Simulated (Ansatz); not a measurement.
| atom | x (Å) | y (Å) | z (Å) |
| --- | --- | --- | --- |
| Fe | 0.0000 | 0.0000 | 0.0000 |
| O | 0.0000 | 0.0000 | 2.0000 |
| H | -0.1490 | 0.7452 | 2.5900 |
| H | 0.1490 | -0.7452 | 2.5900 |
| O | 0.0000 | 0.0000 | -2.0000 |
| H | 0.1490 | -0.7452 | -2.5900 |
| H | -0.1490 | 0.7452 | -2.5900 |
| O | 2.0000 | 0.0000 | 0.0000 |
| H | 2.5900 | -0.7452 | 0.1490 |
| H | 2.5900 | 0.7452 | -0.1490 |
| O | -2.0000 | 0.0000 | 0.0000 |
| H | -2.5900 | 0.7452 | -0.1490 |
| H | -2.5900 | -0.7452 | 0.1490 |
| O | 0.0000 | 2.0000 | 0.0000 |
| H | 0.7259 | 2.5900 | -0.2250 |
| H | -0.7259 | 2.5900 | 0.2250 |
| O | 0.0000 | -2.0000 | 0.0000 |
| H | -0.7259 | -2.5900 | 0.2250 |
| H | 0.7259 | -2.5900 | -0.2250 |

Basis set: def2-SVP on H, O; pcseg-2 on Fe. Charge 3. Computed with Ansatz (development build ahead of 0.2.0); the lowest solution found for each multiplicity.

(1) How do the multiplicities compare at this shape? Give, from the lowest of each method, PBE0 (unrestricted) for 2, 6; PBE0 (restricted) for 2, 6; HF (unrestricted) for 2, 6; HF (restricted) for 2, 6.

Results:

(1)

```csv
method,multiplicity,E (eV),<S²>
"PBE0, unrestricted",2,1.534,1.41
"PBE0, unrestricted",6,0.000,8.75
"PBE0, restricted",2,1.622,0.75
"PBE0, restricted",6,0.000,8.75
"HF, unrestricted",2,3.830,2.12
"HF, unrestricted",6,0.000,8.76
"HF, restricted",2,4.387,0.75
"HF, restricted",6,0.000,8.75
```

Caution: other spin multiplicities may lie lower. Caution for PBE0, unrestricted: the unrestricted determinant is spin contaminated. Caution for HF, unrestricted: the unrestricted determinant is a mixture of spin states. Caution for HF, restricted: an unrestricted determinant lies well below.
